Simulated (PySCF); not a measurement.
UHF on He (helium, neutral)

Configuration: 1s2, closed-shell 1S. All numbers are calculated (PySCF 2.14, the non-relativistic Hamiltonian (point nucleus), in pcseg-2 (3s2p1d, 14 functions)).

- Total energy: -2.860971 hartree
- One-electron energy: -3.8858 hartree
- Hartree (Coulomb) energy: 2.0497 hartree
- Exchange energy: -1.0248 hartree
- Kinetic energy: 2.86223 hartree
- ⟨S²⟩: 0.0000
- ⟨L²⟩: 0.000
- Sum of ⟨r⟩: 1.858 bohr
- Sum of ⟨r²⟩: 2.384 bohr²
- Density at the nucleus (Gaussians lack the cusp): 3.35 bohr⁻³
- Langevin diamagnetic susceptibility: -1.89 ×10⁻⁶ cm³/mol
- Time after the integrals: 0.02 s of wall time on 1 thread of Neoverse-V2 (shared host)

```json
{"shell": "1s", "electrons": "2", "mean orbital energy (hartree)": "-0.91807", "rms radius, mean of both spins (bohr)": "1.09"}
```
